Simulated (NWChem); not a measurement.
Species: C3H4Cl2; SMILES CC=C(Cl)Cl

Results from NWChem. Pople sets run with spherical d functions. Each level has its own optimisation; frequencies are unscaled. Brackets give each atom's bonded neighbours.

For level B3LYP/6-31G*:

```yaml
r C–Cl (Å): 1.748
dipole (D): 2.12
```

Q: What are these values for level B3LYP/3-21G?

A: 
| Item | Result |
|---|---|
| r C–Cl (Å) | 1.818 |
| dipole (D) | 2.71 |
